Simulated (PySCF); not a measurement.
Isomers of CH6Si3. Isolated molecules, 0 K electronic values unless said otherwise. One relaxed conformer stands for each flexible species; it need not be the lowest. Strings in code marks are SMILES. All members: neutral, multiplicity 1. Level: PBE0-D3(BJ)/def2-TZVP (PySCF). Delta-SCF ions had no search for a lower state.  The removal energy is E(N − 1 electrons) − E(N electrons) at the parent's geometry; ε(HOMO) is measured against the vacuum level.

```tsv
species	−ε(HOMO) (eV)	vertical ionisation energy (Delta-SCF) (eV)
`[SiH2]=C[SiH]=[SiH2]` (Si–C–Si–Si torsion 48°)	5.48	withheld
`C1[SiH]=[SiH][SiH2]1`	5.83	7.58
`C[SiH]1[SiH]=[SiH]1`	6.02	7.76
`[SiH2]=C=[SiH][SiH3]`	6.53	8.11
`C=[Si]1[SiH2][SiH2]1`	6.72	8.32
`C1=[SiH][SiH2][SiH2]1`	6.90	8.62
```

### Question
Fit vertical ionisation energy (Delta-SCF) = a + b·x to the 5 complete rows by least squares, with x = −ε(HOMO) in eV. Give a, b and the rms residual, and predict the withheld value.

### Answer
Means of the 5 rows: x̄ = 6.4, ȳ = 8.078 eV. Σ(x − x̄)² = 0.8386 and Σ(x − x̄)(y − ȳ) = 0.7573, so b = 0.903 and a = ȳ − b·x̄ = 2.299 eV. The rms residual is 0.061 eV. At x = 5.48 the line gives 7.25 eV, outside the range of the fitted rows. The run for `[SiH2]=C[SiH]=[SiH2]` (Si–C–Si–Si torsion 48°) gave 7.10 eV, so the line is off by 0.15 eV, more than twice the rms residual.

Codes: PySCF.
